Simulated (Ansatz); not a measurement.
Input for Ansatz (development build ahead of 0.2.0):

```yaml
crystal:
  periodic: [false, false, false]
  atoms:
    - { symbol: Pd, position_ang: [0.0, 0.0, 0.0] }
basis:
  gaussian: { orbitals: def2-SVP }
total_charge: 1
magnetization:
  initial_magnetization: 1
hamiltonian:
  xc: pbe0
output:
  forces: true
```

The input is written out in the form of the current development build from the run's settings. The basis set brings a core potential for Pd, so the total leaves out those core electrons.

The run gave:

```json
{"Converged": "yes", "Total energy": "-127.51758 hartree", "Spin squared of the determinant": "0.750", "Stability test": "minimum among restricted orbitals"}
```

Forces (eV/Å):
```csv
atom,Fx,Fy,Fz
Pd1,0.000,0.000,0.000
```

Caution: no unrestricted run beside it, a lower state can exist.
